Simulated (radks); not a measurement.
Effect of the nuclear size on the terbium ion Tb2+, [Xe] 4f9. All-electron calculation, Dirac Kohn-Sham, LDA (Slater exchange, Perdew-Wang correlation), spin-unpolarised, spherical densities, finite nucleus; open shells are shared between the two j in proportion to 2j + 1; Fermi nuclear charge, rms radius 5.06 fm. Program: a radial shooting solver on a logarithmic mesh with Libxc functionals. The rms radius is varied about that value; shifts are against it.

rms radius (fm) = 4.4326: total energy shift (eV) -5.21; density at nucleus (e/bohr^3) 7.081e+05; 1s1/2 shift (meV) -2150; 2s1/2 shift (meV) -279; 4p1/2 shift (meV) 0.173; 5s1/2 shift (meV) -2.30; 5p1/2 shift (meV) 0.056; 4f7/2 shift (meV) 0.231; 6s1/2 (empty) shift (meV) -0.347
rms radius (fm) = 4.6552: total energy shift (eV) -3.42; density at nucleus (e/bohr^3) 6.99e+05; 1s1/2 shift (meV) -1410; 2s1/2 shift (meV) -183; 4p1/2 shift (meV) 0.113; 5s1/2 shift (meV) -1.51; 5p1/2 shift (meV) 0.036; 4f7/2 shift (meV) 0.151; 6s1/2 (empty) shift (meV) -0.228
rms radius (fm) = 5.06: total energy shift (eV) 0; density at nucleus (e/bohr^3) 6.839e+05; 1s1/2 shift (meV) 0.000; 2s1/2 shift (meV) 0.000; 4p1/2 shift (meV) 0.000; 5s1/2 shift (meV) 0.000; 5p1/2 shift (meV) 0.000; 4f7/2 shift (meV) 0.000; 6s1/2 (empty) shift (meV) 0.000
rms radius (fm) = 5.4496: total energy shift (eV) 3.49; density at nucleus (e/bohr^3) 6.707e+05; 1s1/2 shift (meV) 1440; 2s1/2 shift (meV) 187; 4p1/2 shift (meV) -0.115; 5s1/2 shift (meV) 1.54; 5p1/2 shift (meV) -0.037; 4f7/2 shift (meV) -0.154; 6s1/2 (empty) shift (meV) 0.232
rms radius (fm) = 5.7026: total energy shift (eV) 5.86; density at nucleus (e/bohr^3) 6.627e+05; 1s1/2 shift (meV) 2410; 2s1/2 shift (meV) 314; 4p1/2 shift (meV) -0.193; 5s1/2 shift (meV) 2.58; 5p1/2 shift (meV) -0.062; 4f7/2 shift (meV) -0.259; 6s1/2 (empty) shift (meV) 0.390

Slopes of the eigenvalues against <r^2> in GHz/fm^2, as finite differences over the two radii next to the reference (eigenvalue slopes, not the field-shift constants of lines): 1s1/2 85800, 2s1/2 11100, 4p1/2 -6.88, 5s1/2 91.7, 5p1/2 -2.22, 4f7/2 -9.21, 6s1/2 (empty) 13.9.
